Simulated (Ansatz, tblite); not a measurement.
Removing and adding an electron: 1-ethyl-3-methylimidazolium tetrafluoroborate, `CCn1cc[n+](C)c1.F[B-](F)(F)F`. The state is a singlet with charge 0. Geometry: PBE-D4/def2-SVP. Ansatz, gas phase; energy differences of separate SCF runs; the oxidised species was run as a doublet alone; the reduced species was run as a doublet alone.

The xTB rows come from tblite. HOMO above LUMO, or a gap near zero within one spin, warns that the state may not be the lowest or that an electron is smeared out.

```csv
level,−HOMO (eV),vertical IE (eV),−LUMO (eV),vertical EA (eV),HOMO–LUMO gap (eV),IE − EA (eV),remarks
GFN1-xTB,11.69,14.93,8.32,5.01,3.37,9.91,–
GFN2-xTB,11.25,14.31,7.57,4.16,3.68,10.15,–
PBE-D4/def2-TZVP,6.89,9.53,2.00,–,4.89,–,gap within one spin near zero (+1 doublet)
```

**Question.** Estimate the rows for PBE0-D4/def2-SVP, PBE0-D4/def2-TZVP.

**Answer.** 
| level | −HOMO (eV) | vertical IE (eV) | −LUMO (eV) | vertical EA (eV) | HOMO–LUMO gap (eV) | IE − EA (eV) | remarks |
| --- | --- | --- | --- | --- | --- | --- | --- |
| PBE0-D4/def2-SVP | 8.26 | – | 0.90 | -0.89 | 7.36 | – | HOMO above zero (-1 doublet) |
| PBE0-D4/def2-TZVP | 8.27 | 10.10 | 1.01 | – | 7.26 | – | – |

Relaxing the reduced species (PBE-D4/def2-SVP) changes its energy by -0.87 eV at PBE0-D4/def2-SVP, so the adiabatic electron affinity to this nearest minimum is -0.03 eV. The highest occupied level of the relaxed charge -1 doublet lies above zero (up to 0.59 eV). Energy differences put its binding near zero (-0.03 eV; each at its own geometry, to the charge 0 singlet, at PBE0-D4/def2-SVP), which leaves it undecided.  Run but left out: LDA (SPW92)/def2-TZVP (charge +1 doublet: an occupied level 0.02 eV above an empty one); PBE-D4/def2-SVP (charge -1 doublet: an occupied level 0.01 eV above an empty one).   A HOMO above zero means that the electron is unbound at that level or that self-interaction error raises the level; the energy of removing that electron tells which. Raw xTB energy differences between charge states are shifted by several eV; the methods need an empirical correction for them. Sets without diffuse functions give affinities that are too small. A negative affinity means that the extra electron isn't bound; its size then hangs on the basis.
